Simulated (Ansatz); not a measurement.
An input meant for the cluster KI2⁻ (charge -1, singlet).

```yaml
crystal:
  periodic: [false, false, false]
  atoms:
    - {symbol: K, position_ang: [0.003481, 0.005158, -0.002935]}
    - {symbol: I, position_ang: [-0.627779, -2.019178, -2.481037]}
    - {symbol: I, position_ang: [0.624298, 2.014021, 2.483971]}
basis:
  gaussian: {orbitals: def2-mTZVPP}
total_charge: -1
hamiltonian: {xc: {name: wB97M-V}}
charge: 1
output: {forces: true}
```

```sh
$ ansatz run in.yaml --threads 4 --pin off --events-out ev --progress --plain --max-ram 3916MiB
```

Shortened log:

```
Error: YAML parse error: error: line 11 column 1: unknown field `charge`, expected one of crystal, accuracy, basis, kpoints, hamiltonian, magnetization, projection, total_charge, correlation, batch, efield, external_charges, scf, relax, neb, saddle, md, ramp, phonons, dielectric, real_time, elastic, magnetic_configurations, gw, evaluate, workflow, output, checkpoint, execution
 9 | total_charge: -1
10 | hamiltonian: {xc: {name: wB97M-V}}
11 | charge: 1
12 | output: {forces: true}
```

**Question.** Something in this input is off. What?

**Answer.** The input holds a key that doesn't belong there (the charge goes under total_charge). The input was rejected before any iteration.
